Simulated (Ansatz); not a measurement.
BClGeH₆Si, SMILES `[SiH3][BH][GeH2][Cl]` at its PBE0-D4/def2-TZVP geometry, where that method's forces vanish. Total charge 0; spin multiplicity 1.

```xyz
10

Si    1.6903   -0.3651    0.6352
B     0.2145    0.7491   -0.1456
Ge   -1.6266   -0.0543   -0.5597
Cl   -3.0638    1.4550   -1.1598
H     3.0157   -0.0352    0.0444
H     1.4609   -1.8305    0.5209
H     1.7179   -0.0112    2.0862
H     0.3942    1.9131   -0.3417
H    -2.2536   -0.7688    0.6512
H    -1.5494   -1.0521   -1.7312
```

Task: What forces (eV/Å) does ωB97M-V/def2-TZVPP give on these atoms in the Gaussian-basis code of Ansatz? (Estimate.)

Result: Ansatz gave: 
```
Si1  0.123 -0.039  0.094
B2   0.022  0.117 -0.025
Ge3 -0.002 -0.168  0.016
Cl4 -0.012  0.026 -0.006
H5  -0.164 -0.043  0.064
H6   0.015  0.166  0.004
H7  -0.006 -0.045 -0.175
H8  -0.027 -0.167  0.029
H9   0.055  0.065 -0.095
H10 -0.002  0.088  0.094
```
